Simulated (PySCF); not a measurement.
**Question.** What does the PBE0-D3(BJ)/def2-SVP structure of `CB(C)/C1=C/CC/C=C\CC1` look like in three dimensions?

**Answer.** 
```
atom  x, y, z in Å
C1    -2.8724    1.5767   -0.1181
B2    -2.0459    0.2761    0.2175
C3    -2.7529   -1.1173   -0.0119
C4    -0.5811    0.3153    0.7713
C5     0.1296    1.4584    0.6447
C6     1.5881    1.6513    0.9337
C7     2.5107    1.0321   -0.1491
C8     3.0814   -0.3156    0.2012
C9     2.4115   -1.4640    0.3551
C10    0.9282   -1.6765    0.2202
C11    0.0700   -0.9491    1.2860
H12   -3.8926    1.4860    0.2930
H13   -2.4475    2.5321    0.2203
H14   -3.0109    1.6309   -1.2137
H15   -2.0747   -1.9216   -0.3369
H16   -3.6138   -1.0728   -0.6958
H17   -3.1490   -1.4372    0.9723
H18   -0.3885    2.3339    0.2368
H19    1.8480    1.2135    1.9122
H20    1.7950    2.7295    1.0065
H21    3.3451    1.7232   -0.3388
H22    1.9497    0.9691   -1.0987
H23    4.1661   -0.3506    0.3540
H24    3.0023   -2.3475    0.6225
H25    0.5941   -1.3537   -0.7822
H26    0.7276   -2.7572    0.2689
H27    0.7032   -0.7297    2.1618
H28   -0.7099   -1.6374    1.6427
```

Any rigid rotation of these coordinates is as good. Atoms count from 1 in this order. Of the pairs four or more bonds apart, H13···H18 is among the closest relative to their van der Waals radii: 2.07 Å, 86 % of the sum of Bondi's values. The 8-membered ring C4–C5–C6–C7–C8–C9–C10–C11 has internal angles of 113.1° to 127.3°; it is puckered, 0.31 Å rms from its mean plane, widest ring torsion 102°. B2 (three-coordinate boron) is planar (angles 123.0°, 119.5° and 117.5°, sum 360.0°, 0.00 Å off the plane of its three neighbours). The 8 C–C bonds span 1.338 Å (C8=C9, drawn double) to 1.552 Å (C6–C7, drawn single), a spread of 0.214 Å.

Bonds between heavy atoms (Å): C1–B2 1.577, B2–C3 1.579, B2–C4 1.566, C4=C5 1.352, C5–C6 1.499, C6–C7 1.552, C7–C8 1.505, C8=C9 1.338, C9–C10 1.504, C10–C11 1.550, C4–C11 1.512.

Theory: PySCF, PBE0-D3(BJ)/def2-SVP geometry optimisation, gas phase.

Point group: C1 (no symmetry element, even within 0.4 Å). No frequency check. The numbers are those of one conformer (C4–C5–C6–C7 75°, C5–C6–C7–C8 -99°, C6–C7–C8–C9 66°, C8–C9–C10–C11 -66°).

The run took 8.4 min on an Arm Neoverse V1 with one thread, no GPU, shared host with 32 logical CPUs at a one-minute load of 20, and the process peaked at 1.2 GiB of memory. These figures are those of the optimisation.
